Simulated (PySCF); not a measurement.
# r2SCAN on Pd⁺ (palladium, charge +1)

Configuration: [Kr] 4d9, 2D determinant. All numbers are calculated (PySCF 2.14, scalar relativity through the core potential, in def2-SVP with the def2 core potential (28 electrons)).

| Property | Result |
| --- | --- |
| Total energy | -127.5550 hartree |
| One-electron energy | -220.5004 hartree |
| Hartree (Coulomb) energy | 105.5358 hartree |
| Exchange-correlation energy | -12.5904 hartree |
| ⟨S²⟩ | 0.7602 |
| ⟨L²⟩ | 6.044 |
| Sum of ⟨r⟩ | 21.49 bohr |
| Sum of ⟨r²⟩ | 32.93 bohr² |
| Traceless quadrupole moment −½Σ⟨3z² − r²⟩ along its main axis | -0.655 e·bohr² |
| Time after the integrals | 0.47 s of wall time on 1 thread of Intel(R) Xeon(R) Platinum 8559C (shared host) |

| shell | electrons | mean orbital energy (eV) | spread (eV) | rms radius, mean of both spins (bohr) |
| --- | --- | --- | --- | --- |
| 4s α | 1 | -101.57 | 0 | 1.01 |
| 4s β | 1 | -100.45 | 0 | 1.01 |
| 4p α | 3 | -65.701 | 1.579 | 1.12 |
| 4p β | 3 | -64.557 | 0.372 | 1.12 |
| 4d α | 5 | -15.111 | 1.810 | 1.61 |
| 4d β | 4 | -14.292 | 1.232 | 1.61 |

Energies and moments cover only the electrons outside the core potential.
